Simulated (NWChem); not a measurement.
# BO cation

```xyz
2

B      0.0000     0.0000    -0.7253
O      0.0000     0.0000     0.4611
```
Atoms are numbered in this order, from 1.

Structure relaxed at the PBE0/def2-SVP level. B3LYP is NWChem's, with the RPA form of VWN correlation.

Give the principal values of the shielding tensors (ppm) of B1, O2 from B3LYP/6-311G** (spherical d), GIAO (NWChem), with their diamagnetic and paramagnetic parts as GIAO splits them.


```
atom    σ11    σ22    σ33  isotropic  diamagnetic  paramagnetic
----  -----  -----  -----  ---------  -----------  ------------
B1    -38.9  -38.9  208.9       43.7        203.8        -160.2
O2    407.1  497.6  497.6      467.4        383.9          83.5
```
